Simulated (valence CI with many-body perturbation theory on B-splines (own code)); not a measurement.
**Forbidden lines of Re LXIX**

Level of theory: valence CI with perturbative core correlation (CI+MBPT): five valence electrons over a frozen Dirac-Fock core [He], a basis of 11 s, 11 p, 10 d, 8 f, 5 g, 2 h functions for each j, with the one-electron correlation potential Σ1, the two-electron term Σ2, the three-electron term Σ3, Breit, model QED; selected CI, second order for the rest, scaled by the run's own slope (own B-spline code, finite nucleus).

The last digits are not significant, and no measured levels were compared; by estimate large intervals hold to a few tenths of a per cent, small ones and those within an open d or f shell to about a per cent. Among the levels kept, up to 7500 cm⁻¹ of a level comes from second order outside the variational space, and about a tenth of that is noise between levels of different J, which matters for small intervals.

Lines 1 to 50 of 112 in falling wavelength, among levels below 987.24 Ry, chosen from the decays that carry over 1 % of a level's rate. Wavelengths and rates use the calculated energies. Electric multipoles are in the length gauge, E1 and E2 with the static RPA response of the core. Weak lines are less certain than strong ones. Lines between different terms over intervals too small for the method are left out, as are lines whose strength nearly cancels.

Levels are named by their leading jj configuration (3d3/2^4 stands for four electrons in 3d with j = 3/2), which in mixed levels can hold well under half, so a name can repeat and another be missing. Letters in brackets count levels of one name in rising energy.

```
λ vac (nm)                               Upper                               Lower  Type   A (s⁻¹)  Branch %
    0.8390          (2s^2 2p1/2 2p3/2^2) J=3/2          (2s^2 2p1/2^2 2p3/2) J=3/2    M1  2.99e+10      99.8
    0.8371                (2s^2 2p3/2^3) J=3/2          (2s^2 2p1/2 2p3/2^2) J=1/2    M1  7.42e+09       7.1
    0.8306      (2s^2 2p1/2 2p3/2 3p1/2) J=1/2          (2s^2 2p1/2^2 3p1/2) J=1/2    M1  2.04e+10       1.0
    0.8302          (2s^2 2p3/2^2 3d5/2) J=9/2  (2s^2 2p1/2 2p3/2 3d5/2) J=7/2 [b]    M1  7.29e+09       2.1
    0.8261          (2s^2 2p1/2 2p3/2^2) J=5/2          (2s^2 2p1/2^2 2p3/2) J=3/2    M1  4.96e+09      96.2
    0.8261          (2s^2 2p1/2 2p3/2^2) J=5/2          (2s^2 2p1/2^2 2p3/2) J=3/2    E2  1.94e+08       3.8
    0.8159          (2s^2 2p3/2^2 3d5/2) J=9/2      (2s^2 2p1/2 2p3/2 3d5/2) J=9/2    M1  1.28e+10       3.7
    0.8077                (2s^2 2p3/2^3) J=3/2          (2s^2 2p1/2 2p3/2^2) J=5/2    M1  8.21e+09       7.9
    0.8051          (2s^2 2p3/2^2 3d5/2) J=9/2  (2s^2 2p1/2 2p3/2 3d5/2) J=7/2 [a]    M1  1.11e+10       3.2
    0.7974          (2s^2 2p1/2 2p3/2^2) J=1/2          (2s^2 2p1/2^2 2p3/2) J=3/2    M1  1.65e+10      99.0
    0.7957                (2s^2 2p3/2^3) J=3/2          (2s^2 2p1/2 2p3/2^2) J=3/2    M1  3.27e+10      31.3
    0.1362  (2s^2 2p1/2 2p3/2 3p1/2) J=3/2 [a]          (2s^2 2p1/2 2p3/2^2) J=1/2    E2  2.98e+11      12.6
    0.1360      (2s^2 2p1/2 2p3/2 3p1/2) J=5/2          (2s^2 2p1/2 2p3/2^2) J=1/2    E2  5.76e+11      18.8
    0.1355      (2s^2 2p1/2 2p3/2 3p1/2) J=1/2          (2s^2 2p1/2 2p3/2^2) J=5/2    E2  6.19e+11      30.5
    0.1354  (2s^2 2p1/2 2p3/2 3p1/2) J=3/2 [a]          (2s^2 2p1/2 2p3/2^2) J=5/2    M1  3.68e+10       1.6
    0.1354          (2s^2 2p1/2^2 3p1/2) J=1/2          (2s^2 2p1/2^2 2p3/2) J=3/2    E2  2.99e+12      93.9
    0.1354          (2s^2 2p1/2^2 3p1/2) J=1/2          (2s^2 2p1/2^2 2p3/2) J=3/2    M1  6.17e+10       1.9
    0.1354  (2s^2 2p1/2 2p3/2 3p1/2) J=3/2 [b]          (2s^2 2p1/2 2p3/2^2) J=1/2    E2  2.73e+11       5.5
    0.1352      (2s^2 2p1/2 2p3/2 3p1/2) J=5/2          (2s^2 2p1/2 2p3/2^2) J=5/2    E2  1.70e+12      55.2
    0.1352      (2s^2 2p1/2 2p3/2 3p1/2) J=1/2          (2s^2 2p1/2 2p3/2^2) J=3/2    E2  9.29e+11      45.8
    0.1352      (2s^2 2p1/2 2p3/2 3p1/2) J=1/2          (2s^2 2p1/2 2p3/2^2) J=3/2    M1  5.29e+10       2.6
    0.1351          (2s^2 2p3/2^2 3p1/2) J=3/2                (2s^2 2p3/2^3) J=3/2    E2  6.07e+11      11.8
    0.1351          (2s^2 2p3/2^2 3p1/2) J=3/2                (2s^2 2p3/2^3) J=3/2    M1  6.19e+10       1.2
    0.1351          (2s^2 2p3/2^2 3p1/2) J=5/2                (2s^2 2p3/2^3) J=3/2    E2  2.08e+12      47.9
    0.1351  (2s^2 2p1/2 2p3/2 3p1/2) J=3/2 [a]          (2s^2 2p1/2 2p3/2^2) J=3/2    E2  1.82e+12      76.8
    0.1349      (2s^2 2p1/2 2p3/2 3p1/2) J=5/2          (2s^2 2p1/2 2p3/2^2) J=3/2    E2  4.23e+11      13.8
    0.1346  (2s^2 2p1/2 2p3/2 3p1/2) J=3/2 [b]          (2s^2 2p1/2 2p3/2^2) J=5/2    E2  1.67e+12      33.6
    0.1343  (2s^2 2p1/2 2p3/2 3p1/2) J=3/2 [b]          (2s^2 2p1/2 2p3/2^2) J=3/2    E2  1.25e+11       2.5
    0.1342          (2s^2 2p3/2^2 3p1/2) J=1/2                (2s^2 2p3/2^3) J=3/2    E2  1.59e+12      37.0
    0.1310          (2s^2 2p3/2^2 3d5/2) J=9/2            (2s 2p1/2 2p3/2^3) J=5/2    E2  1.33e+10       3.9
    0.1300  (2s 2p1/2 2p3/2^2 3p3/2) J=7/2 [a]        (2s 2p1/2 2p3/2^3) J=3/2 [a]    E2  4.39e+11       1.3
    0.1300      (2s 2p1/2 2p3/2^2 3p3/2) J=9/2            (2s 2p1/2 2p3/2^3) J=5/2    E2  5.29e+11       7.9
    0.1299  (2s^2 2p1/2 2p3/2 3p3/2) J=3/2 [a]          (2s^2 2p1/2 2p3/2^2) J=1/2    E2  6.23e+10       1.3
    0.1295  (2s^2 2p1/2 2p3/2 3p3/2) J=3/2 [b]          (2s^2 2p1/2 2p3/2^2) J=1/2    E2  5.42e+11      12.4
    0.1295      (2s 2p1/2^2 2p3/2 3p3/2) J=7/2          (2s 2p1/2^2 2p3/2^2) J=5/2    E2  1.00e+12       7.2
    0.1294  (2s^2 2p1/2 2p3/2 3p3/2) J=5/2 [b]          (2s^2 2p1/2 2p3/2^2) J=1/2    E2  5.96e+11      13.3
    0.1293  (2s 2p1/2^2 2p3/2 3p3/2) J=1/2 [b]          (2s 2p1/2^2 2p3/2^2) J=3/2    E2  1.79e+12       5.6
    0.1293  (2s^2 2p1/2 2p3/2 3p3/2) J=5/2 [a]          (2s^2 2p1/2 2p3/2^2) J=5/2    E2  2.35e+11       5.1
    0.1292          (2s^2 2p3/2^2 3p3/2) J=7/2                (2s^2 2p3/2^3) J=3/2    E2  5.76e+11       6.5
    0.1292          (2s^2 2p3/2^2 3p3/2) J=5/2                (2s^2 2p3/2^3) J=3/2    E2  6.28e+11       5.5
    0.1292  (2s^2 2p1/2 2p3/2 3p3/2) J=1/2 [a]          (2s^2 2p1/2 2p3/2^2) J=5/2    E2  2.27e+11       2.8
    0.1292          (2s^2 2p3/2^2 3p3/2) J=1/2                (2s^2 2p3/2^3) J=3/2    E2  5.35e+11       3.5
    0.1291  (2s^2 2p1/2 2p3/2 3p3/2) J=3/2 [a]          (2s^2 2p1/2 2p3/2^2) J=5/2    E2  7.23e+11      14.8
    0.1290      (2s^2 2p1/2 2p3/2 3p3/2) J=7/2          (2s^2 2p1/2 2p3/2^2) J=5/2    E2  1.06e+12      24.1
    0.1290          (2s^2 2p1/2^2 3p3/2) J=3/2          (2s^2 2p1/2^2 2p3/2) J=3/2    E2  1.50e+12      42.5
    0.1289  (2s^2 2p1/2 2p3/2 3p3/2) J=5/2 [a]          (2s^2 2p1/2 2p3/2^2) J=3/2    E2  9.16e+11      19.9
    0.1289  (2s^2 2p1/2 2p3/2 3p3/2) J=1/2 [a]          (2s^2 2p1/2 2p3/2^2) J=3/2    E2  1.01e+12      12.4
    0.1288  (2s^2 2p1/2 2p3/2 3p3/2) J=3/2 [a]          (2s^2 2p1/2 2p3/2^2) J=3/2    E2  3.35e+11       6.9
    0.1288  (2s^2 2p1/2 2p3/2 3p3/2) J=3/2 [b]          (2s^2 2p1/2 2p3/2^2) J=5/2    E2  9.94e+10       2.3
    0.1287      (2s^2 2p1/2 2p3/2 3p3/2) J=7/2          (2s^2 2p1/2 2p3/2^2) J=3/2    E2  1.20e+11       2.7
```
